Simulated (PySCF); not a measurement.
Isomers of H4O2Si2. All species are isolated molecules in the gas phase. One relaxed conformer stands for each flexible species; it need not be the lowest. Strings in code marks are SMILES.

Computed with PBE-D3(BJ)/def2-TZVP // r2SCAN-D4/def2-TZVP in PySCF 2.14.0. Delta-SCF ions had no search for a lower state. Excitations are Tamm–Dancoff values on a coarser integration grid. The basis has no diffuse functions, so Rydberg states are missing or too high.

| species | vertical ionisation energy (Delta-SCF) (eV) | S1–T1 gap (TDA) (eV) | S1 oscillator strength |
|---|---|---|---|
| `O=[Si](O)[SiH3]` (Si–Si–O–H torsion 0°) | 9.94 | 0.41 | 0.003 |
| `O[Si](O)=[SiH2]` (H–O–Si–Si torsion -19°, Si–Si–O–H torsion -165°) | 8.13 | 1.87 | 0.136 |
| `O=[SiH][SiH2]O` (O–Si–Si–O torsion 180°, Si–Si–O–H torsion 180°) | ? | 0.49 | 0.002 |
| `O=[SiH]O[SiH3]` (O–Si–O–Si torsion 1°) | – | 0.34 | 0.001 |
| `O/[SiH]=[SiH]/O` (H–O–Si–Si torsion -58°, Si–Si–O–H torsion 58°) | ? | ? | ? |
| `O/[SiH]=[SiH]\O` (H–O–Si–Si torsion 52°, Si–Si–O–H torsion -118°) | 7.62 | 1.69 | 0.018 |

Some entries are withheld; supply them.


- `O=[SiH][SiH2]O` (O–Si–Si–O torsion 180°, Si–Si–O–H torsion 180°), vertical ionisation energy (Delta-SCF) (eV): 9.49
- `O/[SiH]=[SiH]/O` (H–O–Si–Si torsion -58°, Si–Si–O–H torsion 58°), vertical ionisation energy (Delta-SCF) (eV): 7.56
- `O/[SiH]=[SiH]/O` (H–O–Si–Si torsion -58°, Si–Si–O–H torsion 58°), S1–T1 gap (TDA) (eV): 1.62
- `O/[SiH]=[SiH]/O` (H–O–Si–Si torsion -58°, Si–Si–O–H torsion 58°), S1 oscillator strength: 0.000
